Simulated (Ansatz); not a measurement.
One change: `C[SiH](F)C#N` becomes `C[SiH](O)F`.

Ansatz, PBE0-D4/def2-TZVP geometries, multiplicity 1. Each molecule was computed in one conformer, which needn't be the lowest.

```
                                                                                  property  `C[SiH](F)C#N`
                                                       HOMO–LUMO gap (PBE/def2-TZVPP) / eV            6.34
                                                        LUMO energy (PBE0/def2-TZVPP) / eV           -1.02
ideal-gas entropy at 298 K and 1 bar (rigid rotor, harmonic PBE0-D4/def2-TZVP) / J/(mol·K)             333
                                                       HOMO energy (B3LYP/def2-TZVPP) / eV           -9.48
                                            size of the dipole moment (PBE/def2-TZVPP) / D            3.72
                                                     HOMO–LUMO gap (B3LYP/def2-TZVPP) / eV            8.24
```

Q: What does the change do to each property? (Best estimate.)

A: Ansatz gave: 
```json
{"property": "HOMO–LUMO gap (PBE/def2-TZVPP) / eV", "`C[SiH](O)F`": "7.26", "shift": "0.92"}
{"property": "LUMO energy (PBE0/def2-TZVPP) / eV", "`C[SiH](O)F`": "0.70", "shift": "1.72"}
{"property": "ideal-gas entropy at 298 K and 1 bar (rigid rotor, harmonic PBE0-D4/def2-TZVP) / J/(mol·K)", "`C[SiH](O)F`": "315", "shift": "-18"}
{"property": "HOMO energy (B3LYP/def2-TZVPP) / eV", "`C[SiH](O)F`": "-8.69", "shift": "0.79"}
{"property": "size of the dipole moment (PBE/def2-TZVPP) / D", "`C[SiH](O)F`": "2.10", "shift": "-1.62"}
{"property": "HOMO–LUMO gap (B3LYP/def2-TZVPP) / eV", "`C[SiH](O)F`": "9.01", "shift": "0.77"}
```

With PBE0 the HOMO rises by 0.81 eV and the LUMO rises by 1.72 eV, so the gap widens by about 0.91 eV. PBE moves the HOMO by 0.90 eV and ωB97M-V by 0.79 eV. Dipoles are sizes alone; their direction can turn.

B3LYP here is the variant with VWN-RPA as its local correlation; programs differ in this.
